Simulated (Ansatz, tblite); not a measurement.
Adding an electron: the cluster Au₂Cl⁺. The state is a singlet with charge 1. Geometry: PBE-D4/def2-TZVP. Ansatz, gas phase; energy differences of separate SCF runs; the reduced species was run as a doublet alone.

Cartesian coordinates in Å:
```
Au 0.789 -0.852 -1.041
Au -1.510 0.162 0.355
Cl 0.721 0.690 0.686
```

In the def2 sets Au takes a core potential; there is no spin–orbit coupling. The xTB rows come from tblite. The structure comes from a short search, and lower isomers may exist.

| level | −HOMO (eV) | −LUMO (eV) | vertical EA (eV) | HOMO–LUMO gap (eV) |
| --- | --- | --- | --- | --- |
| GFN1-xTB | 17.64 | 16.39 | 13.08 | 1.26 |
| GFN2-xTB | 17.27 | 14.73 | 11.31 | 2.54 |
| PBE0-D4/def2-TZVP | 13.41 | 9.17 | 7.35 | 4.24 |

(1) Estimate the rows for PBE-D4/def2-TZVP, r2SCAN-D4/def2-TZVP.

Results:

(1) 
```
              level  −HOMO (eV)  −LUMO (eV)  vertical EA (eV)  HOMO–LUMO gap (eV)
   PBE-D4/def2-TZVP       12.24       10.26              7.61                1.98
r2SCAN-D4/def2-TZVP       12.39       10.02              7.56                2.37
```

 Raw xTB energy differences between charge states are shifted by several eV; the methods need an empirical correction for them.
